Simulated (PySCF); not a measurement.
BiHF2, SMILES [F][BiH][F]. Coordinates come from a PBE0-D3(BJ)/def2-TZVP optimisation. The def2 effective core potentials stand for the cores of Bi; spin–orbit coupling is left out.

Computed with PySCF with PBE0-D3(BJ)/def2-TZVP.

Harmonic wavenumbers (cm⁻¹): 172, 566, 582, 590, 601, 1800. Rotational constants (GHz): 8.263, 5.778, 3.556; symmetry number 1.

Work out the zero-point energy and the ideal-gas rigid-rotor harmonic-oscillator thermochemistry at 298.15 K and 1 atm.

ZPE = ½ Σ hcν = ½ × 4312 cm⁻¹ = 25.79 kJ/mol. H − E(el) = 39.07 kJ/mol. Entropy in J/(mol K): translation 177.51, rotation 104.82, vibration 18.10, total 300.42. G − E(el) = -50.50 kJ/mol. Cp = 59.03 J/(mol K).
